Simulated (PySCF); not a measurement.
Species: C3H9B.
Bonds: B1–C2, C2–C3, C3–C4. Hydrogens: H5, H6 on B1; H7, H8 on C2; H9, H10 on C3; H11, H12, H13 on C4.

Torsions of this conformer, `[BH2:1][CH2:2][CH2:3][CH3:4]`: B1–C2–C3–C4 180°.

The closed-shell ground state was solved at several levels (PySCF, density fitting, gas phase, non-relativistic). One conformer (not necessarily the lowest) at the GFN2-xTB geometry, without solvent, vibrations or thermal averaging.

```json
{"level": "B3LYP/pcJ-1", "basis functions": "198", "total energy (Eh)": "-144.5854", "HOMO (eV)": "-8.50", "LUMO (eV)": "-1.53", "gap (eV)": "6.97", "dipole (D)": "0.50"}
{"level": "PBE0/def2-SVPD", "basis functions": "152", "total energy (Eh)": "-144.2718", "HOMO (eV)": "-8.70", "LUMO (eV)": "-1.28", "gap (eV)": "7.42", "dipole (D)": "0.55"}
{"level": "PBE0/pcSseg-1", "basis functions": "113", "total energy (Eh)": "-144.3497", "HOMO (eV)": "-8.71", "LUMO (eV)": "-1.28", "gap (eV)": "7.43", "dipole (D)": "0.51"}
```

Task: Estimate the row for wB97X-D/def2-SVPD, a basis of 152 functions; the other rows only guide the guess.

Result: Total energy -144.4190 Eh, HOMO -10.60 eV, LUMO 0.70 eV, gap 11.30 eV, dipole 0.51 D.

Task: Over all these levels, which gives the widest orbital gap and which the narrowest?

Result: wB97X-D/def2-SVPD (range-separated hybrid) has the widest, 11.30 eV, and B3LYP/pcJ-1 (global hybrid, 20 % exact exchange) the narrowest, 6.97 eV. Functional and basis both differ between the two, so the spread mixes both effects.

Task: How far do the dipole and the HOMO energy spread over the levels?

Result: The dipole runs from 0.50 to 0.55 D (mean 0.52 D) and the HOMO from -10.60 to -8.50 eV.

Note: wB97X-D ran without an empirical dispersion term, which enters the total energy and its gradient alone.
